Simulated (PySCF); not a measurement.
# Basis and Hamiltonian dependence of the excitation energy of Mg

Mg [Ne] 3s2 (1S) → Mg [Ne] 3s1 3p1, s spin flipped. Calculated with PySCF 2.14 from differences of total energies of unrestricted determinants, without spin-orbit coupling. Values in eV.

```csv
basis,Hamiltonian,functions,UHF,PBE,PBE0,MP2 (valence)
x2c-TZVPPall,spin-free X2C,32,3.237,3.213,3.255,3.392
aug-cc-pCVDZ,non-relativistic,36,3.113,3.155,3.196,3.309
aug-cc-pVTZ-DK,spin-free X2C,50,3.112,3.156,3.198,3.315
def2-QZVPPD,non-relativistic,63,3.104,3.139,3.183,3.306
x2c-QZVPPall,spin-free X2C,66,3.115,3.155,3.198,3.319
"aug-cc-pVTZ with one added diffuse shell each of s, p, d, f type",non-relativistic,66,3.099,3.142,3.184,3.303
"aug-cc-pVQZ with one added diffuse shell each of s, p, d, f, g type",non-relativistic,109,3.097,3.143,3.185,3.304
dyall-acv3z,non-relativistic,122,3.097,3.138,3.182,3.308
```

Frozen in the all-electron rows: valence: [Ne].

In the upper determinant the s electron has its spin opposite to the other open shell, which mixes two multiplicities.
